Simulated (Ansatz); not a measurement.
C$_{7}$H$_{13}$GeNSi (`C[SiH2][N]([GeH3])c1ccccc1`). Total charge 0; spin multiplicity 1. All single points use the PBE0-D4/def2-TZVP geometry. It is one conformer, not always the lowest.

```xyz
23

C    -0.157   -2.715   -0.982
Si   -0.477   -2.080    0.741
N    -0.774   -0.364    0.754
Ge   -2.312    0.338    1.524
C     0.132    0.520    0.151
C     1.493    0.207    0.075
C     2.390    1.068   -0.532
C     1.962    2.273   -1.070
C     0.617    2.598   -0.993
C    -0.288    1.735   -0.398
H     0.714   -2.233   -1.429
H     0.025   -3.793   -0.958
H    -1.018   -2.526   -1.627
H     0.664   -2.459    1.624
H    -1.707   -2.695    1.306
H    -2.857   -0.730    2.479
H    -3.369    0.668    0.451
H    -1.919    1.622    2.268
H     1.856   -0.714    0.520
H     3.439    0.797   -0.573
H     2.666    2.948   -1.540
H     0.259    3.534   -1.410
H    -1.339    2.001   -0.381
```

**Question.** What is the dipole moment at B3LYP/def2-TZVPP? (An estimate is asked.)

**Answer.** The calculation gave: 0.53 D, with components (-0.38, -0.15, -0.33) D in this frame, pointing from negative to positive charge.

**Question.** And with PBE, r2SCAN, ωB97M-V? (An estimate is asked.)

**Answer.** The calculation gave: PBE 0.58 D, r2SCAN 0.57 D, ωB97M-V 0.52 D.

**Question.** Give the Mulliken charges with B3LYP, PBE, r2SCAN in def2-TZVPP. (Estimate.)

**Answer.** The calculation gave: 
| atom | B3LYP | PBE | r2SCAN |
| --- | --- | --- | --- |
| C1 | -0.37 | -0.35 | -0.28 |
| Si2 | 0.36 | 0.27 | 0.36 |
| N3 | -0.28 | -0.19 | -0.33 |
| Ge4 | 0.16 | 0.13 | 0.17 |
| C5 | 0.13 | 0.12 | 0.20 |
| C6 | -0.20 | -0.18 | -0.21 |
| C7 | -0.12 | -0.11 | -0.07 |
| C8 | -0.14 | -0.13 | -0.13 |
| C9 | -0.13 | -0.12 | -0.09 |
| C10 | -0.16 | -0.15 | -0.16 |
| H11 | 0.11 | 0.11 | 0.08 |
| H12 | 0.10 | 0.11 | 0.07 |
| H13 | 0.10 | 0.11 | 0.08 |
| H14 | -0.09 | -0.08 | -0.09 |
| H15 | -0.09 | -0.07 | -0.08 |
| H16 | 0.01 | 0.01 | 0.01 |
| H17 | -0.02 | -0.02 | -0.02 |
| H18 | 0.01 | 0.01 | 0.01 |
| H19 | 0.13 | 0.11 | 0.11 |
| H20 | 0.12 | 0.11 | 0.10 |
| H21 | 0.12 | 0.11 | 0.09 |
| H22 | 0.12 | 0.11 | 0.09 |
| H23 | 0.12 | 0.10 | 0.09 |

B3LYP here is the variant with VWN-RPA as its local correlation; programs differ in this.

Program: Ansatz 0.2.0.
